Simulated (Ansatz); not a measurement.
**One elementary step**

Start structure (Si$_{2}$NH$_{8}$F, singlet), relaxed at PBE0-D4/def2-TZVP:

```tsv
atom	x (Å)	y (Å)	z (Å)
Si1	-0.6889	-0.2087	-0.9896
Si2	0.6020	-1.3985	0.5858
H3	-0.5844	-0.9357	-2.2832
H4	-2.0958	-0.2465	-0.5085
N5	-0.2006	1.4164	-1.2515
H6	0.0840	0.8997	1.9671
F7	-0.2054	1.7763	1.8497
H8	0.5756	-0.7105	1.9250
H9	0.1019	-2.7763	0.8452
H10	2.0395	-1.4681	0.2066
H11	0.5586	1.6070	-1.8852
H12	-0.1864	2.0447	-0.4614
```

The step: Si₂NH₇ ([NH2][SiH2][SiH3]) + HF → SiNH₄F ([NH2][SiH2][F]) + SiH₄; bonds formed: Si1–F7, Si2–H6; bonds broken: Si1–Si2, H6–F7. Ansatz 0.2.0; basis: def2-TZVPP and def2-QZVPP; cores frozen in the correlated methods. Extrapolation: Hartree–Fock as exp(−7.88 √X), correlation as X^−2.97. Energies below are by CCSD(T) at an estimated basis limit (MP2 extrapolated from triple and quadruple zeta, plus CCSD(T) − MP2 in triple zeta).

Task: What are the electronic barrier and the energy of the step, from the start structure to the end structure? (An estimate is asked for; the value comes from the calculation.)

Result: The calculation gives: Barrier 1.434 eV; step energy -1.607 eV (downhill); reverse barrier, their difference, 3.041 eV. Barrier and step energy count from the start structure, the reverse barrier from the end structure.

The saddle point: One imaginary mode of 1054i cm⁻¹.
```csv
pair,start (Å),saddle (Å),end (Å)
Si1–F7,3.50,1.99,1.61
Si2–H6,2.73,1.83,1.48
Si1–Si2,2.36,2.57,4.11
H6–F7,0.93,1.18,3.15
```

Zero-point energy (harmonic, PBE0-D4): ZPE is 2.156 eV at the start and 2.087 eV at the saddle, so the barrier goes from 1.434 to 1.365 eV.

The T1 diagnostic stays at or below 0.014.

Labels in which every atom is bracketed show which atoms are joined, not bond orders.

For scale, one of the runs: CCSD(T)/def2-TZVPP, 258 basis functions, launched by `ansatz run in.yaml --threads 4 --pin off --events-out ev --progress --plain --max-ram 9574MiB`. The run took 2.2 min on 4 CPU threads of an Arm Neoverse V2 (shared host), with 5.7 GiB of host memory at its peak.
